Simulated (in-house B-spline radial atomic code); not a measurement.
Configurations of Xe⁴⁺, with energies counted from [Kr] 4d10 5s2 5p2. Computed with an all-electron radial atomic-structure program (B-spline basis): non-relativistic Hartree-Fock, spin-polarised, averaged over the determinants with the given up and down occupations, point nucleus. Shells without spins written out take the highest spin.

Occupations are held fixed; configurations that lie above the ionisation limit could autoionise.

| configuration | E - E(ref) (eV) | highest orbital | its <r> (bohr) |
| --- | --- | --- | --- |
| [Kr] 4d10 5s(1 up, 0 down) 5p(3 up, 0 down) | 5.8983 | 5p up | 1.958 |
| [Kr] 4d10 5s2 5p1 5d1 | 18.702 | 5d up | 2.54 |
| [Kr] 4d10 5s2 5p(1 up, 0 down) 5d(0 up, 1 down) | 19.896 | 5d down | 2.602 |
| [Kr] 4d10 4f1 5s2 5p1 | 22.24 | 4f up | 1.628 |
| [Kr] 4d10 5s2 5p1 6f1 | 41.069 | 6f up | 7.195 |
| [Ar] 3d(5 up, 4 down) 4s2 4p6 4d10 5s2 5p(1 up, 1 down) 5f(1 up, 0 down) | 724.44 | 5f up | 4.049 |

Order these further configurations by energy, lowest first.
A. [Ar] 3d10 4s2 4p5 4d10 5s2 5p2 5f1
B. [Ar] 3d10 4s2 4p5 4d10 5s2 5p3
C. [Ar] 3d9 4s2 4p6 4d10 5s2 5p2 6d1
D. [Ar] 3d10 4s2 4p(3 up, 2 down) 4d10 5s2 5p(2 up, 0 down) 5f(0 up, 1 down)
E. [Kr] 4d10 5s2 5p(1 up, 1 down)

E (1.3842 eV), B (149.15 eV), A (186.42 eV), D (186.71 eV), C (722.6 eV).

How far above the reference does [Ar] 3d9 4s2 4p6 4d10 5s2 5p2 6s1 lie?

711.92 eV; its least bound orbital is 6s up with <r> = 3.496 bohr.

How far above the reference does [Kr] 4d10 5s1 5p2 5d1 lie?

24.968 eV; its least bound orbital is 5d up with <r> = 2.469 bohr.
